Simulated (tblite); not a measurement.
A tight-binding relaxation on `C=C[Se][SiH2]N([SiH3])[SiH3]`.

Computed with GFN2-xTB geometry optimisation, gas phase (tblite 0.8.0). Start geometry: from a force field or distance geometry. The command runs a driver script over a list of jobs; the input below is this job's line of settings and its coordinates in Å.

Command:
```bash
OMP_NUM_THREADS=1 python probes_run.py task.json out
```

Input:
```
{"job": {"kind": "relax", "xc": "GFN2-xTB", "basis": "xTB"}, "charge": 0, "multiplicity": 1}
C      3.556100     0.510300    -0.072700
C      3.341800    -0.747200    -0.437600
Se     1.582000    -1.229200    -0.990200
Si     0.171000     0.359200    -0.127400
N     -1.356900     0.246200    -1.058600
Si    -1.902900    -1.453100    -0.877500
Si    -2.583200     1.287400    -0.268400
H      2.766600     1.269000    -0.086800
H      4.539600     0.793300     0.248800
H      4.144400    -1.488400    -0.396800
H      0.747300     1.684700    -0.136300
H     -0.190100    -0.036400     1.263800
H     -2.934800    -1.440600     0.162000
H     -2.329800    -2.031100    -2.153500
H     -0.782100    -2.240600    -0.311100
H     -2.404900     2.698700    -0.600000
H     -3.934700     0.794000    -0.631200
H     -2.438300     1.030100     1.197100
```

Output:
```
step      E/eV     max force
  0    -576.93251    1.599
  1    -577.01635    1.206
  2    -577.13094    1.166
  3    -577.18363    0.908
  4    -577.26636    0.678
  5    -577.33038    0.616
  6    -577.41574    0.837
  7    -577.50506    1.015
  8    -577.57629    0.821
  9    -577.64184    0.658
... (67 lines left out)
 77    -577.95196    0.013
 78    -577.95199    0.015
 79    -577.95204    0.016
 80    -577.95207    0.012
 81    -577.95209    0.011
 82    -577.95211    0.011
 83    -577.95213    0.011
 84    -577.95215    0.012
 85    -577.95217    0.011
 86    -577.95219    0.009
```

«max force» is the largest atomic force in eV/Å.

Question: From which step on does the largest force stay under 0.1 eV/Å, and how much energy is left to gain from there?

Answer: From step 54 (0.074 eV/Å), 6.2 meV above the end.

Main results: energy lowered by 23.5 kcal/mol over 86 steps; largest atomic force 0.009 eV/Å at the end.

Question: Give the final coordinates.

Answer: 0.467 Å rms from the input after alignment:
```
atom  x, y, z in Å
C1     3.5799    0.5269    0.1014
C2     3.2773   -0.6016   -0.5162
Se3    1.5523   -1.3380   -0.8122
Si4    0.2211    0.3379   -0.0671
N5    -1.4328   -0.0477   -0.3821
Si6   -2.0230   -1.6381   -0.8213
Si7   -2.5675    1.2572   -0.1428
H8     2.8347    1.1840    0.5137
H9     4.6071    0.8337    0.2125
H10    4.0483   -1.2470   -0.9158
H11    0.5821    1.5562   -0.7961
H12    0.4247    0.5188    1.3761
H13   -3.2672   -1.8477   -0.0812
H14   -2.2570   -1.6446   -2.2674
H15   -1.0306   -2.6358   -0.4293
H16   -2.0084    2.4587   -0.7568
H17   -3.8151    0.8692   -0.7878
H18   -2.7347    1.4641    1.2960
```

Question: How long does this job take on one thread, Arm Neoverse N1 (aarch64), on a shared host?

Answer: About 1.5 s.
Labels such as C1 count atoms from 1, the log's own numbers from 0.
